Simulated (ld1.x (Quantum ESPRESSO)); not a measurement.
**Transferability test, PAW potential for P (Z = 15)**

ld1.x (Quantum ESPRESSO) 7.5 input, shortened:

```
&input
   title='P', zed=15., rel=2, dft='PBE', iswitch=3,
   config='[Ne] 3s1.5 3p3.5', rel_dist='average'
 /
 &inputp
   pseudotype=3, lpaw=.true., tm=.true., lloc=-1, rcloc=1.35,
   nlcc=.true., new_core_ps=.true.,
   which_augfun='PSQ', rmatch_augfun_nc=.true.
 /
4
3S  1  0   1.50   0.00  1.15  1.50  0.0
3S  1  0   0.00  -0.60  1.15  1.50  0.0
3P  2  1   3.50   0.00  1.85  2.10  0.0
3P  2  1   0.00   0.25  1.85  2.10  0.0
 &test
   configts(1)='3s1.5 3p3.5'
 /
```

Open shells are filled in proportion to 2j + 1 (rel_dist='average').

Energies are relative to the spin-unpolarised reference configuration 3s1.5 3p3.5; without spin polarisation the order of configurations can differ from experiment. The frozen-core shift is the all-electron ΔE with the core orbitals held at their reference shape minus the fully relaxed ΔE.

| valence configuration | charge | ΔE all-electron (eV) | error AE − PS (meV) | frozen-core shift (meV) |
| --- | --- | --- | --- | --- |
| 3s2 3p3 | 0 | -4.249 | 0.0 | +0.1 |
| 3s2 3p2 | +1 | 5.480 | -0.3 | +0.4 |
| 3s2 3p1 | +2 | 24.627 | -6.3 | +6.8 |
| 3s2 3p0 | +3 | 54.367 | -34 | +35 |
| 3s2 3p3.3 | -0.3 | -5.556 | 0.0 | +0.2 |
| 3s0 3p5 | 0 | 12.951 | +0.4 | +1.2 |

Problem. What are ΔE and the potential's error for 3s1 3p0?

Solution. ΔE = 106.372 eV all-electron; the error (AE − PS) is -124 meV.

Levels in the configuration 3s2 3p2:

| level | all-electron (eV) | pseudo (eV) |
| --- | --- | --- |
| 3s j=1/2 | -23.286 | -23.288 |
| 3p j=1/2 | -14.258 | -14.260 |
| 3p j=3/2 | -14.193 | -14.194 |

The ghost test of this file was not conclusive.
